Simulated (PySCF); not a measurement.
**Exercise with solution: chemical shift, span and skew from a shielding tensor**

C5H6O2, SMILES c1(O)cc(co1)C. Atoms are numbered in the order given.

```xyz
13

C      0.4433    -2.5637     0.0000
C      0.0710    -1.1132     0.0000
C     -1.1854    -0.5791     0.0000
O     -1.1229     0.7974     0.0000
C      0.1784     1.1251     0.0000
O      0.3992     2.4498     0.0000
C      0.9783     0.0123     0.0000
H      1.0447    -2.8209    -0.8878
H     -0.4519    -3.2025     0.0000
H      1.0447    -2.8209     0.8878
H     -2.1842    -1.0033     0.0000
H      1.3563     2.5965     0.0000
H      2.0657    -0.0139     0.0000
```
Charge 0, spin multiplicity 1.

Coordinates come from a TPSSh-D3(BJ)/def2-SVP optimisation. One conformer was computed; it need not be the lowest.

GIAO shieldings from PBE0/pcSseg-1 run with PySCF, non-relativistic, no solvent. The symmetric part of the tensor of C3 has the principal values -19.3, 74.5, 97.2 ppm. The same nucleus in TMS has σ = 186.3 ppm at this level (PySCF, at its B3LYP-D3(BJ)/def2-TZVP geometry).

Question: Work out the isotropic shielding, the ¹³C shift against TMS, the span and the skew.

Answer: 
σ(iso) = (σ11 + σ22 + σ33)/3 = 50.8 ppm. δ = σ(ref) − σ(iso) = 186.3 − (50.8) = 135.5 ppm.
Span Ω = σ33 − σ11 = 116.5 ppm. Skew κ = 3(σ(iso) − σ22)/Ω = -0.61. Tumbling in solution averages the tensor to δ; in a static solid the shielding alone would spread this spin-1/2 line over Ω.
